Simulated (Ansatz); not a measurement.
The same path of ClF4H3NTa (10 atoms, charge 0, multiplicity 1) was run twice with different band settings. Lost on the way: Ta1–Cl2, N7–H10. Made: Cl2–H10.

Method: RKS PBE/def2-SVP in Ansatz.

Relaxed end points:

```xyz
10
Properties=species:S:1:pos:R:3
Ta 0.111 0.015 0.188
Cl 2.356 0.741 -0.018
F 0.183 0.381 2.055
F 0.285 -0.933 -1.454
F -0.750 1.568 -0.419
F -1.449 -1.022 0.531
N 1.090 -1.981 0.964
H 0.814 -2.789 0.388
H 0.813 -2.183 1.936
H 2.118 -1.926 0.944
```

```xyz
10
Properties=species:S:1:pos:R:3
Ta -0.317 -0.113 0.267
Cl 3.508 -1.393 -0.283
F 0.337 0.945 1.700
F 0.625 0.861 -1.032
F -2.103 0.304 0.678
F -0.839 -1.465 -0.960
N 0.602 -1.613 1.219
H 0.431 -2.597 0.979
H 0.962 -1.513 2.176
H 2.368 -1.545 0.371
```

Common settings: movable images 9; climbing image yes; spring 5.0 eV/Å²; optimiser quadratic models (default); start path through a guess of the saddle point; force threshold 0.05 eV/Å; end points relaxed.

| run | iteration limit |
| --- | --- |
| 1 | 60 |
| 2 | 6 |

Problem. What does each run give, and how far can it be trusted?

Solution. Run 1: converged after 20 iterations, highest image 1.627 eV above the first end. The profile has 2 maxima (images 4, 9) with wells between them (image 6): this band takes more than one step, which may be the mechanism or a detour left from its start path. A vibrational analysis at the climbing image gives one clearly imaginary mode, 63i cm⁻¹: a first-order saddle point.
Run 2: not converged after 6 iterations, highest image 1.744 eV above the first end. The band didn't meet its force threshold, so its energies are provisional: the largest band force was still 1.11 eV/Å, and over the last iterations the top moved between 1.74 and 1.80 eV.
The orbitals stay closed-shell, which can raise the energy where a bond breaks towards radicals; this wasn't checked here.
